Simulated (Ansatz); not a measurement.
System: chloro(trimethyl)silane, C3H9ClSi, net charge 0, singlet state. 
Coordinates optimised at B3LYP-D3(BJ)/def2-TZVP (Ansatz, a quantum-chemistry and plane-wave program):
```
Si
C 1 1.8663
H 2 1.0913 1 111.01
H 2 1.0913 3 108.07 1 -121.96
H 2 1.0932 3 108.13 4 -116.81
C 1 1.8663 2 111.48 3 57.24
H 6 1.0913 1 111.01 2 -177.46
H 6 1.0913 7 108.07 1 -121.96
H 6 1.0932 7 108.13 8 -116.81
C 1 1.8663 2 111.48 3 -177.46
H 10 1.0913 1 111.01 2 57.24
H 10 1.0913 11 108.07 1 -121.96
H 10 1.0932 11 108.13 12 -116.81
Cl 1 2.0920 2 107.37 3 -60.11
```

Quantity: atomisation energy (electronic, to ground-state atoms); the coupled-cluster value holds the core correlation from cc-pwCVTZ, in eV. Cores are frozen in the correlated levels unless marked. UHF or UKS for open shells. Spin-orbit coupling is left out. No relativistic terms. CBS(X,Y): correlation extrapolated as X^-3; Hartree-Fock from the larger set.

Level to compare with: CCSD(T)/CBS(cc-pV(T+d)Z,cc-pV(Q+d)Z) plus the core term (Ansatz), 54.78 eV. It is a level with limits of its own, and the differences hold the functionals' basis error too.

Task: Rank these functionals by how close they come to CCSD(T)/CBS(cc-pV(T+d)Z,cc-pV(Q+d)Z), closest first: PBE0/def2-TZVPD (Ansatz); BHLYP/def2-TZVPD (Ansatz); r2SCAN0/def2-TZVPD (Ansatz).

Result: PBE0/def2-TZVPD (global hybrid, 54.37 eV, difference -0.41), r2SCAN0/def2-TZVPD (hybrid meta-GGA, 54.20 eV, difference -0.58), BHLYP/def2-TZVPD (global hybrid, 53.14 eV, difference -1.64)
